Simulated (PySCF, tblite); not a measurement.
C₈H₁₅FO.
Cartesian coordinates in Å at the GFN2-xTB level; atoms count from 1:
```xyz
25
C8H15FO angstrom
C     -1.9816    0.0172   -1.5293
C     -0.9917   -0.5287   -0.4986
C     -1.7360   -0.8890    0.7854
C      0.1764    0.4556   -0.2842
C     -0.2690    1.8024    0.2878
C      1.2868   -0.1226    0.6229
C      1.8482   -1.4667    0.1413
C      2.4372    0.8355    0.6772
O      2.9605    1.3461    1.6036
F      2.9364    1.0833   -0.5732
H     -2.5533    0.8472   -1.1225
H     -2.6832   -0.7626   -1.8168
H     -1.4637    0.3561   -2.4237
H     -0.5687   -1.4474   -0.9179
H     -2.5136   -1.6164    0.5628
H     -1.0709   -1.3253    1.5257
H     -2.2114   -0.0127    1.2173
H      0.6211    0.6362   -1.2699
H     -0.6737    1.6877    1.2902
H     -1.0227    2.2614   -0.3447
H      0.5764    2.4856    0.3451
H      0.9157   -0.2238    1.6465
H      2.7266   -1.7346    0.7258
H      1.1096   -2.2528    0.2646
H      2.1336   -1.4078   -0.9065
```

Theory: PBE0/pcSseg-1 in PySCF (dipole) on a GFN2-xTB geometry, gas phase.

Masses are those of the commonest isotopes; rigid-rotor values at the optimised geometry. The values belong to one conformer with, in the numbering `[CH3:1][CH:2]([CH3:3])[C@@H:4]([CH3:5])[C@@H:6]([CH3:7])[C:8](=[O:9])[F:10]`, C1–C2–C4–C5 63°, C2–C4–C6–C7 55°, C4–C6–C8–O9 124°.

What are A, B and C (cm⁻¹)?

Ia = 232.59, Ib = 646.09, Ic = 685.88 u·Å²; 505379 MHz·u·Å²/I gives 2173, 782.2 and 736.8 MHz, that is A = 0.07248, B = 0.02609, C = 0.02458 cm⁻¹.

Classify the top.

A near-prolate asymmetric top. Ray's parameter κ = (2B − A − C)/(A − C) = -0.937; −1 is the prolate and +1 the oblate limit.

Is it planar, by Δ = Ic − Ia − Ib?

Not planar: Δ = Ic − Ia − Ib = -192.80 u·Å². For a rigid frame Δ = −2 Σ m c², so Σ m c² = 96.40 u·Å² lies off the ab plane: 21.46 from hydrogen and 74.94 from heavier atoms. The atom farthest from that plane is 1.88 Å away.

Give the other two planar moments, Paa and Pbb, and the rms extents of the mass along the axes.

Paa = Σ m a² = (Ib + Ic − Ia)/2 = 549.69 and Pbb = Σ m b² = (Ia + Ic − Ib)/2 = 136.19 u·Å². With the mass M = 146.11 u, the rms extents √(P/M) along a, b and c are 1.94, 0.97, 0.81 Å.

List the rotational levels J(Ka,Kc) to J = 2 (cm⁻¹).

Above 0(0,0):
J = 1: 1(0,1) 0.0507, 1(1,1) 0.0971, 1(1,0) 0.0986
J = 2: 2(0,2) 0.1520, 2(1,2) 0.1969, 2(1,1) 0.2014, 2(2,1) 0.3406, 2(2,0) 0.3406

Predict some low-J microwave lines.

The dipole components are |μa| = 3.16 D, |μb| = 1.22 D, |μc| = 0.34 D. Intensities carry the squares of the components, which stand as 1.00 : 0.15 : 0.01 (a : b : c). Some lines, for components of 0.1 D or more:

```tsv
type	branch	J(Ka,Kc)	MHz	lower level (cm⁻¹)
b	Q	4(1,3) ← 4(0,4)	1654	0.506
c	R	1(1,0) ← 0(0,0)	2955	0.000
b	R	3(0,3) ← 2(1,2)	3206	0.197
c	Q	2(2,1) ← 2(1,1)	4172	0.201
a	R	4(2,3) ← 3(2,2)	6075	0.493
a	R	4(2,2) ← 3(2,1)	6086	0.493
c	Q	3(3,1) ← 3(2,1)	7062	0.493
b	Q	3(3,1) ← 3(2,2)	7067	0.493
b	R	4(1,4) ← 3(0,3)	7265	0.304
c	R	3(3,1) ← 2(2,1)	11625	0.341
c	R	4(3,2) ← 3(2,2)	13146	0.493
b	R	4(4,1) ← 3(3,0)	15970	0.728
```

Its GFN2-xTB frequencies are all real (lowest 43 cm⁻¹). These are rigid-rotor constants of the computed structure; measured ground-state constants (B0) also hold zero-point vibration. A rigid rotor knows nothing of internal rotation, which can split or shift real lines.
